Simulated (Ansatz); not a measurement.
## Worked example: Si(CH3)3Cl + GeH3Cl → Si(CH3)2Cl2 + GeH3(CH3)

Species: Si(CH3)3Cl, singlet; GeH3Cl (chlorogermane) `[Cl][GeH3]`, singlet; Si(CH3)2Cl2 (dichlorodimethylsilane), singlet; GeH3(CH3), singlet. The partners trade CH3 for Cl: Si–CH3 and Ge–Cl bonds give way to Si–Cl and Ge–CH3.

Shapes, held fixed at every level: PBE0-D4/def2-TZVP. Programs: Ansatz 0.2.0. The zero-point and thermal change to 298 K, harmonic and unscaled (PBE0-D4/def2-TZVP), is +0.3 kJ/mol.

At CCSD(T)/def2-TZVPP; 1 Eh = 2625.50 kJ/mol:

| species | energy (Eh) |
| --- | --- |
| Si(CH3)3Cl | -868.395609 |
| GeH3Cl | -2537.162724 |
| Si(CH3)2Cl2 | -1288.327827 |
| GeH3(CH3) | -2117.237880 |

Problem. Work out ΔH(298 K) of the reaction at this level.

Solution. 
1. Products less reactants: (-1288.327827) + (-2117.237880) − [(-868.395609) + (-2537.162724)] = -0.007374 Eh = -19.4 kJ/mol.
2. With the thermal change: -19.4 + (+0.3) = -19.1 kJ/mol.

Other levels give -18.1 (r2SCAN-D4/def2-TZVPP) to -8.6 kJ/mol (HF/def2-TZVPP). No measured value is set beside it here. Relativity is left out for Ge unless named. Correlated rows may include outer-core shells of Ge, which these sets cover unevenly.
